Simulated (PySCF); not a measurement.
Vertical excitations of a molecule C4H8BN from PySCF with TDDFT-PBE/def2-SVPD, as energy in eV (oscillator strength): 5.55 (0.003), 5.68 (0.023), 5.73 (0.002), 5.82 (0.000), 6.22 (0.002), 6.61 (0.002), 6.69 (0.021), 6.79 (0.015), 6.83 (0.013), 6.92 (0.026). Lowest triplet (TDA): 5.01 eV. Coordinates come from a PBE-D3(BJ)/def2-SVP optimisation. One conformer was computed; it need not be the lowest.

Q: Which molecule gave these data?
A) CC1=CCB1N
B) CB1C=CCN1
C) C#CCB(C)N
D) CC#CB(C)N

A: C, C#CCB(C)N
